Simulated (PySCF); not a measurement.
**Cr (chromium, neutral) across methods**

[Ar] 3d4 4s2, high-spin 5D determinant (an excited configuration). Computed with PySCF 2.14 in x2c-QZVPPall (11s7p5d3f2g, 96 functions), with the spin-free X2C one-electron Hamiltonian (Gaussian nucleus).

```csv
method,E (hartree),mean ε 3d α (eV),mean ε 4s α (eV),mean ε 4s β (eV),Σ⟨r²⟩ (bohr²),⟨S²⟩
BLYP,-1050.805,-6.892,-5.041,-4.368,42.58,6.007
PBE,-1050.514,-7.081,-5.220,-4.367,42.57,6.009
PBE0,-1050.537,-9.223,-5.864,-5.012,42.71,6.009
TPSSh,-1050.752,-8.002,-5.520,-4.596,42.69,6.010
UHF,-1049.64191,-15.287,-7.187,-6.070,44.89,6.017
B97-3,-1050.626,-9.251,-5.723,-5.030,42.78,6.006
M06-2X,-1050.761,-11.318,-6.031,-5.825,43.00,6.002
r2SCAN,-1050.709,-7.655,-5.458,-4.459,42.80,6.025
LDA,-1048.433,-7.240,-5.408,-4.537,42.18,6.009
```
